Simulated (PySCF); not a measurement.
# UHF on Tl (thallium, neutral)

Configuration: [Xe] 4f14 5d10 6s2 7s1, 2S determinant (an excited configuration). Calculation: PySCF 2.14, in aug-cc-pwCVTZ-DK3; scalar relativity by spin-free X2C-1e.

```json
{"Total energy": "-20241.662634 hartree", "One-electron energy": "-27714.5509 hartree", "Hartree (Coulomb) energy": "7854.1441 hartree", "Exchange energy": "-381.2559 hartree", "⟨S²⟩": "0.7501", "⟨L²⟩": "0.000", "Sum of ⟨r⟩": "51.62 bohr", "Sum of ⟨r²⟩": "111.5 bohr²", "Langevin diamagnetic susceptibility": "-88.3 ×10⁻⁶ cm³/mol"}
```

```csv
shell,electrons,mean orbital energy (eV),"rms radius, mean of both spins (bohr)"
1s α,1,-85973.2,0.0184
1s β,1,-85973.1,0.0184
2s α,1,-15466.0,0.0743
2s β,1,-15466.0,0.0743
2p α,3,-13366.4,0.0684
2p β,3,-13366.4,0.0684
3s α,1,-3765.4,0.189
3s β,1,-3765.3,0.189
3p α,3,-3148.4,0.192
3p β,3,-3148.4,0.192
3d α,5,-2476.5,0.176
3d β,5,-2476.5,0.176
4s α,1,-881.36,0.416
4s β,1,-881.35,0.416
4p α,3,-674.64,0.443
4p β,3,-674.64,0.443
4d α,5,-421.23,0.471
4d β,5,-421.23,0.471
5s α,1,-155.94,0.942
5s β,1,-155.91,0.942
4f α,7,-141.84,0.510
4f β,7,-141.83,0.510
5p α,3,-96.806,1.08
5p β,3,-96.793,1.08
5d α,5,-26.032,1.48
5d β,5,-26.006,1.48
6s α,1,-14.799,2.64
6s β,1,-14.627,2.64
7s α,1,-2.556,7.68
```

Spin-orbit coupling, which splits the p, d and f shells strongly at this Z, is absent. The outer electron is Rydberg-like, and this basis confines it to a smaller radius and binds it less than a complete one would.

Densities and radii are taken from the X2C orbitals without a picture-change correction, which distorts them close to the nucleus.
